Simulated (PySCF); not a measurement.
Ta(O)(F)(NH2)2 (FH4N2OTa), SMILES [O]=[Ta]([NH2])([F])[NH2], multiplicity 1.

Coordinates come from a B3LYP-D3(BJ)/def2-SVP optimisation. The multiplicity is an assumed one; other spin states were not compared. The def2 effective core potentials stand for the cores of Ta; spin–orbit coupling is left out. One conformer was computed; it need not be the lowest.

Two levels are set side by side: TDA-PBE/def2-SVPD (PySCF) and TDA-PBE0/def2-SVPD (PySCF). Vertical, same geometry. The lowest singlet is HOMO→LUMO 90 % with PBE and HOMO→LUMO 89 % with the other functional; states are paired by order. Differences are taken from unrounded values.

```csv
quantity,TDA-PBE0
lowest singlet excitation (eV),5.74
lowest triplet excitation (TDA) (eV),5.21
first bright state (f over 0.05) (eV),6.89
its oscillator strength,0.07
```

Q: What does TDA-PBE give, and how far is it from TDA-PBE0? (The exact figures need the calculation; the answer reports its results.)

A: 
| quantity | TDA-PBE | TDA-PBE minus TDA-PBE0 |
|---|---|---|
| lowest singlet excitation (eV) | 5.13 | -0.61 |
| lowest triplet excitation (TDA) (eV) | 4.71 | -0.49 |
| first bright state (f over 0.05) (eV) | 6.32 | -0.57 |
| its oscillator strength | 0.07 | 0.00 |

A lower first singlet is the usual sign of a functional without exact exchange. Differences between two approximate levels are no errors against the true value.

Rough cost on one machine, each run with all the roots and properties that it gave: TDA-PBE0 against TDA-PBE about 2 times.
